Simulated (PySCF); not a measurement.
Compound: C₃H₁₀BNO₂.
Numbering: `[CH3:1][O+:2]([CH3:3])[BH2-:4][NH:5][CH:6]=[O:7]` (hydrogens: H8, H9, H10 on C1; H11, H12, H13 on C3; H14, H15 on B4; H16 on N5; H17 on C6)

Level: PBE0/pcSseg-1 and B3LYP/def2-SVPD in PySCF, non-relativistic, on one gas-phase PBE0-D3(BJ)/def2-SVP geometry that isn't relaxed in the solvent. The solvent is an IEF-PCM continuum (van der Waals radii × 1.2). Specific hydrogen bonds and non-electrostatic terms are outside this model.

Gas phase at PBE0/pcSseg-1: HOMO -6.85 eV, LUMO 0.75 eV, dipole 5.31 D.

Problem. What does the continuum do to the energy, the frontier levels and the dipole at PBE0/pcSseg-1 in cyclohexane and methanol?

Solution. 
```csv
solvent,ε,E(solvent) − E(gas) (kcal/mol),polarisation term (kcal/mol),distortion of the solute (kcal/mol),HOMO (eV),LUMO (eV),dipole (D)
cyclohexane,2.017,-4.94,-5.30,0.36,-7.07,0.69,5.79
methanol,32.61,-12.28,-14.77,2.49,-7.40,0.52,6.57
```

Polarisation term: ½ Σ q·V over the induced surface charges. Distortion: the rise of the solute's own energy as its density leaves the gas-phase optimum. From cyclohexane to methanol the lowering changes by a factor 2.49, Onsager's factor (ε − 1)/(2ε + 1) by 2.36 and ε itself by 16.2.

Problem. Which radius a makes the point-dipole formula ΔE = −[(ε − 1)/(2ε + 1)]·μ²/a³ give the value in methanol, with the gas-phase dipole?

Solution. μ = 2.090 au and |ΔE| = 0.01957 Eh give a = 2.51 Å; the farthest nucleus lies 3.53 Å from the centroid of the nuclei, so such a sphere wouldn't even hold the nuclei. The formula assumes a rigid point dipole at the centre of a sphere.

Problem. Which IAO charges (PBE0/pcSseg-1) respond most in cyclohexane (means over atoms taken as equivalent)?

Solution. 
```csv
atoms,environment,gas (e),solvent (e),change
O7,amide oxygen,-0.481,-0.506,-0.025
H16,amide N–H hydrogen,+0.260,+0.270,+0.010
H17,formyl hydrogen,+0.083,+0.091,+0.008
H14/H15,B–H hydrogen,-0.027,-0.031,-0.004
N5,amide nitrogen,-0.424,-0.421,+0.003
O2,oxygen bonded to B and 2 C,-0.179,-0.182,-0.003
H8 (×6),methyl hydrogen,+0.157,+0.160,+0.003
C1/C3,O-methyl carbon,-0.204,-0.206,-0.002
B4,four-coordinate boron,-0.056,-0.054,+0.002
C6,amide carbonyl carbon,+0.317,+0.318,+0.001
```

Gas phase at B3LYP/def2-SVPD: HOMO -6.78 eV, LUMO 0.00 eV, dipole 5.29 D.

Problem. What does the continuum do to the energy, the frontier levels and the dipole at B3LYP/def2-SVPD in cyclohexane?

Solution. 
```csv
solvent,ε,E(solvent) − E(gas) (kcal/mol),polarisation term (kcal/mol),distortion of the solute (kcal/mol),HOMO (eV),LUMO (eV),dipole (D)
cyclohexane,2.017,-4.84,-5.24,0.40,-6.98,0.14,5.84
```

The atom shares or the degeneracy of the LUMO differ from the gas phase in cyclohexane, so that column needn't follow one orbital.

Problem. How does the static polarisability (B3LYP/def2-SVPD, frozen core, with the continuum's full static response) change?

Solution. 
```json
{"medium": "gas", "isotropic (au)": "72.9", "principal values (au)": "63.8, 74.1, 80.7", "⟨r²⟩ of the electrons (bohr²)": "913.2"}
{"medium": "cyclohexane", "isotropic (au)": "80.6", "principal values (au)": "70.6, 82.9, 88.3", "⟨r²⟩ of the electrons (bohr²)": "912.8"}
```

The isotropic value in cyclohexane is 1.11 times the gas-phase one; no cavity-field correction is applied. ⟨r²⟩ is taken about the centre of nuclear charge.

The values belong to the conformer `[CH3:1][O+:2]([CH3:3])[BH2-:4][NH:5][CH:6]=[O:7]`: C1–O2–B4–N5 158°, O2–B4–N5–C6 -74°, B4–N5–C6–O7 9°.
